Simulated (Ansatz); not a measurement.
`FB(Cl)[O][InH2]` + `C=CBr` → `[Br][InH2]` + `C=COB(F)Cl` at 500 K and 1 bar (formal exchange of groups at the In–O bond).

Program: Ansatz. Geometries: PBE0-D4/def2-TZVP. ΔE: electronic, gas phase. CBS: MP2 limit from def2 TZ/QZ plus the TZ coupled-cluster correction, frozen cores. def2 core potentials past Kr. For Br, In outer-core shells are correlated without core-valence functions, which leaves a few kJ/mol of doubt a bond. Scalar relativity is left out up to krypton. Each species was taken in one conformer, which may not be the lowest.

```tsv
species	CCSD(T)/CBS energy (Eh)	H − E (kJ/mol)	S (J/(mol·K))
`FB(Cl)[O][InH2]`	-850.71381	108.0	443.9
`C=CBr`	-2651.19815	136.0	308.1
`[Br][InH2]`	-2764.36342	58.2	318.8
`C=COB(F)Cl`	-737.56922	188.8	401.6
```

H − E and S are ideal-gas, rigid-rotor, harmonic terms from PBE0-D4/def2-TZVP, for one conformer and one mirror image of each species. 1 Eh = 2625.50 kJ/mol, R = 8.31446 J/(mol·K).

Problem. By hand: ΔE, ΔH, ΔS and ΔG.

Solution. ΔE = (-2764.36342) + (-737.56922) − (-850.71381) − (-2651.19815) = -0.02068 Eh = -54.3 kJ/mol. Δ(H − E) = 58.2 + 188.8 − 108.0 − 136.0 = 3.0, so ΔH = -51.3 kJ/mol. ΔS = 318.8 + 401.6 − 443.9 − 308.1 = -31.6 J/(mol·K). ΔG = -51.3 − 500 × (-31.6)/1000 = -35.5 kJ/mol.

Problem. By hand: the equilibrium constant, and the temperature at which ΔG would vanish if ΔH and ΔS stayed fixed.

Solution. log₁₀ K = −ΔG/(RT ln 10) = 3.7. ΔG = 0 at ΔH/ΔS = 1623 K.

ΔH outweighs TΔS. A doubt of 5 kJ/mol in ΔE shifts log₁₀ K by 0.5 here. Other conformers and mirror images would add mixing entropy, several J/(mol·K) or more a flexible species. Modes under 60 cm⁻¹, often nearly free rotors, make the harmonic entropy too high. These are equilibria of isolated gas molecules and say nothing of rates. Largest T1 diagnostic: 0.014 (customary marks: 0.02 for closed shells, 0.045 for open ones).
